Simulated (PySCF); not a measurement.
C₆ coefficients of unlike pairs at PBEsol

Calculated with PySCF 2.14 from the dipole response of each species, C₆(A,B) = (3/π) ∫ α_A(iu) α_B(iu) du, in atomic units, from isotropic polarisabilities. For ions this is the dispersion term alone; charge-induced terms of lower order in 1/R come first.

```tsv
species	configuration	basis	relativity	α (bohr³)	C₆ (like pair)
S⁺	[Ne] 3s2 3p3 (4S)	aug-cc-pCVQZ-DK (10s9p7d5f3g)	spin-free X2C	11.02	54.42
Sc²⁺	[Ar] 3d1 (2D)	def2-TZVPPD (6s6p4d2f1g)	none	5.134	14.78
Zr²⁺	[Kr] 4d2 (3F)	aug-cc-pVDZ-PP with ECP28MDF (5s5p4d2f)	core potential	13.03	63.48
Zr³⁺	[Kr] 4d1 (2D)	aug-cc-pVDZ-PP with ECP28MDF (5s5p4d2f)	core potential	5.694	22.81
```

(1) Estimate C₆ for Zr²⁺ with S⁺.

No spin-orbit coupling is included.

The other pairs:

| pair | C₆ |
| --- | --- |
| Zr³⁺, S⁺ | 33.95 |
| Zr²⁺, Sc²⁺ | 30.18 |
| Zr³⁺, Zr²⁺ | 37.17 |
| Sc²⁺, S⁺ | 27.54 |
| Zr³⁺, Sc²⁺ | 18.33 |

Answers

(1) The integral gives 58.40. The combination rule 2 C_A C_B / (C_A α_B/α_A + C_B α_A/α_B) gives 58.54 and the geometric mean 58.78.
